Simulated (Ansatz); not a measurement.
Species: C$_{3}$H$_{8}$B, SMILES `[CH2]B(C)C` (H–C–B–C torsion 1°) (charge 0, multiplicity 2).

Question: Give a relaxed geometry from B3LYP-D3(BJ)/def2-TZVP (Ansatz, a quantum-chemistry and plane-wave program).

Answer: One answer among several that fit: the end point of this relaxation, one of several conformers (outside a Z-matrix the atoms follow the SMILES, hydrogens last).
Z-matrix (Å, degrees):
```
B
C 1 1.5387
H 2 1.0865 1 123.07
H 2 1.0868 3 113.85 1 -179.91
C 1 1.5735 2 120.12 3 178.64
H 5 1.0921 1 114.63 2 20.20
H 5 1.0938 6 108.92 1 -127.50
H 5 1.0996 6 106.67 7 -113.33
C 1 1.5735 2 120.02 3 -1.46
H 9 1.0922 1 114.54 2 21.77
H 9 1.0935 10 108.95 1 -127.71
H 9 1.0998 10 106.54 11 -113.37
```
